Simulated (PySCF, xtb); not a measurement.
Internal rotation in SMILES [SiH3]c1cccc([SeH])c1 (C6H8SeSi). Scanned: dihedral C5–C6–Se7–H15; all other coordinates were relaxed at GFN2-xTB. Points at φ and −φ are mirror images. Heavy atoms are numbered in the order of the SMILES [SiH3]c1cccc([SeH])c1, hydrogens after them in the order of the atoms that carry them; the mirror image has the same energies with the sign of each dihedral reversed.

Levels of theory: GFN1-xTB // GFN2-xTB (xtb); RHF/STO-3G = PySCF with restricted Hartree-Fock/STO-3G // GFN2-xTB; RKS-B3LYP/6-31G* = restricted B3LYP/6-31G*, spherical d, density fitting // GFN2-xTB (PySCF).

Energies in kJ/mol, each method relative to its own lowest point.

| φ / ° | GFN1-xTB | RHF/STO-3G | RKS-B3LYP/6-31G* |
|---|---|---|---|
| -160 | 1.9 | 1.6 | 0.2 |
| -140 | 6.7 | 5.0 | 0.5 |
| -120 | 12.1 | 8.6 | 0.6 |
| -100 | 15.6 | 10.8 | 0.5 |
| -80 | 15.3 | 10.7 | 0.4 |
| -60 | 11.6 | 8.3 | 0.5 |
| -40 | 6.2 | 4.6 | 0.4 |
| -20 | 1.8 | 1.3 | 0.3 |
| 0 | 0.1 | 0.0 | 0.3 |
| 20 | 1.8 | 1.3 | 0.3 |
| 40 | 6.2 | 4.6 | 0.4 |
| 60 | 11.6 | 8.3 | 0.5 |
| 80 | 15.3 | 10.7 | 0.4 |
| 100 | 15.6 | 10.8 | 0.5 |
| 120 | 12.1 | 8.6 | 0.6 |
| 140 | 6.7 | 5.0 | 0.5 |
| 160 | 1.9 | 1.6 | 0.2 |
| 180 | 0.0 | 0.2 | 0.0 |
